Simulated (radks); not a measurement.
The numbers below are computed, except where a source is named.
Isoelectronic series with 10 electrons, each ion in its NIST ground configuration. Code: a radial shooting solver on a logarithmic mesh with Libxc functionals. Model: non-relativistic Kohn-Sham, PBE, spin-unpolarised, spherical densities, point nucleus. Total energies (hartree) and mean radii <r> (bohr):

ion    configuration  E (hartree)      2p      2s       1s
Ne              [Ne]   -128.86643  0.9816  0.8987   0.1582
Mg2+            [Ne]   -199.11174  0.6841  0.6967   0.1309
Al3+            [Ne]   -240.26430  0.5978  0.6248   0.1205
Si4+            [Ne]   -285.42809  0.5317  0.5661   0.1116
P5+             [Ne]   -334.59998  0.4791  0.5174   0.1040
S6+             [Ne]   -387.77794  0.4363  0.4763  0.09726
Cl7+            [Ne]   -444.96059  0.4006  0.4413  0.09138
Ar8+            [Ne]   -506.14695  0.3704  0.4110  0.08616
K9+             [Ne]   -571.33630  0.3445  0.3847  0.08150
Ca10+           [Ne]   -640.52809  0.3220  0.3615  0.07732
Sc11+           [Ne]   -713.72191  0.3023  0.3409  0.07354
Ti12+           [Ne]   -790.91744  0.2849  0.3226  0.07012
V13+            [Ne]   -872.11441  0.2694  0.3061  0.06700
